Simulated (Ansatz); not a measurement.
Z-matrix (Å, degrees):
```
B
I 1 2.1252
I 1 2.1252 2 119.94
I 1 2.1253 2 120.04 3 179.97
```
Charge 0, multiplicity 1.

All values below come from frozen-core CCSD(T)/def2-TZVPP // B3LYP-D3(BJ)/def2-TZVP (Ansatz, a first-principles code).

```
Quantity                        Value
----------------------  -------------
HF energy               -914.74472 Ha
MP2 correlation energy    -1.59404 Ha
```

### Question
Estimate the CCSD correlation energy, the (T) correction, the total energy and the T1 diagnostic.

### Answer

```yaml
CCSD correlation energy: -1.50032 Ha
"(T) correction": -0.03999 Ha
CCSD(T) total energy: -916.28504 Ha
T1 diagnostic: 0.011
```
